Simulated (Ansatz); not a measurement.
[Se4]2- (Se4²⁻). Charge -2, multiplicity 1. Geometry PBE0-D4/def2-SVPD.

```csv
atom,x (Å),y (Å),z (Å)
Se1,0.520,-1.731,-2.147
Se2,-0.900,-0.971,-0.420
Se3,0.211,0.173,1.359
Se4,0.168,2.529,1.209
```

The 6-31G sets use Cartesian d functions. LC-ωPBE has ω = 0.4 bohr⁻¹. HSE06 is defined as in plane-wave codes, on full-range PBE exchange. A multiply charged anion in the gas phase is held together partly by the finite basis. Removing one electron lowers the energy by 1.19 eV at PBE0-D4/def2-TZVPD, so it isn't bound. At HF/6-31G, PBE-D4/def2-TZVPD, HSE06-D4/def2-TZVPD, LC-ωPBE/def2-TZVPD and others the highest occupied level of the charge -2 singlet lies above zero (up to 3.48 eV). By energy differences it is unbound by 1.47 eV (vertical, against the charge -1 doublet, at PBE-D4/def2-TZVPD) and held by the finite basis.

**Question.** Estimate the orbital energies around the gap (eV) in Ansatz with HF/6-31G, PBE-D4/def2-TZVPD, HSE06-D4/def2-TZVPD, LC-ωPBE/def2-TZVPD, ωB97X-V/def2-TZVPD.

**Answer.** 
| orbital | HF/6-31G | PBE-D4/def2-TZVPD | HSE06-D4/def2-TZVPD | LC-ωPBE/def2-TZVPD | ωB97X-V/def2-TZVPD |
| --- | --- | --- | --- | --- | --- |
| HOMO−13 | -60.49 | -44.48 | -48.60 | -49.80 | -50.97 |
| HOMO−12 | -18.14 | -10.50 | -12.21 | -16.27 | -15.67 |
| HOMO−11 | -15.97 | -9.01 | -10.56 | -14.46 | -13.92 |
| HOMO−10 | -13.15 | -7.05 | -8.41 | -12.10 | -11.63 |
| HOMO−9 | -11.26 | -5.84 | -7.03 | -10.52 | -10.11 |
| HOMO−8 | -4.12 | -1.04 | -1.73 | -4.54 | -4.26 |
| HOMO−7 | -3.45 | -0.12 | -0.79 | -3.73 | -3.43 |
| HOMO−6 | -3.38 | 0.10 | -0.59 | -3.63 | -3.31 |
| HOMO−5 | -1.73 | 1.45 | 0.79 | -2.11 | -1.82 |
| HOMO−4 | -1.72 | 1.46 | 0.80 | -2.10 | -1.81 |
| HOMO−3 | -0.60 | 2.29 | 1.76 | -1.03 | -0.76 |
| HOMO−2 | 0.37 | 2.94 | 2.47 | -0.16 | 0.09 |
| HOMO−1 | 0.55 | 3.34 | 2.83 | 0.12 | 0.37 |
| HOMO | 0.68 | 3.48 | 2.97 | 0.27 | 0.53 |
| LUMO | 8.90 | 4.70 | 4.94 | 6.21 | 6.23 |
| LUMO+1 | 10.26 | 5.04 | 5.20 | 6.36 | 6.38 |
| LUMO+2 | 11.02 | 5.18 | 5.36 | 6.63 | 6.65 |
| LUMO+3 | 16.68 | 5.55 | 5.69 | 6.82 | 6.83 |
| LUMO+4 | 18.19 | 5.67 | 5.86 | 7.45 | 7.42 |
| LUMO+5 | 19.18 | 6.15 | 6.39 | 7.62 | 7.63 |
